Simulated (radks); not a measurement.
All-electron atom: Ta53+ in [Ar] 3d2. Method: scalar-relativistic Kohn-Sham, Slater X-alpha with alpha = 0.991, spin-unpolarised, spherical densities, point nucleus; computed with a radial shooting solver on a logarithmic mesh with Libxc functionals. Some entries of the table are withheld. Estimate them.

orbital,occ.,eigenvalue (eV),r(max) (bohr)
1s,2,-71333.10,0.01166
2s,2,(1),0.06646
2p,6,-13840.82,0.05435
3s,2,-5813.661,0.1811
3p,6,-5393.538,0.1772
3d,2,(2),0.1413

Answer. 
(1) 2s eigenvalue (eV): -15246.50
(2) 3d eigenvalue (eV): -4983.845
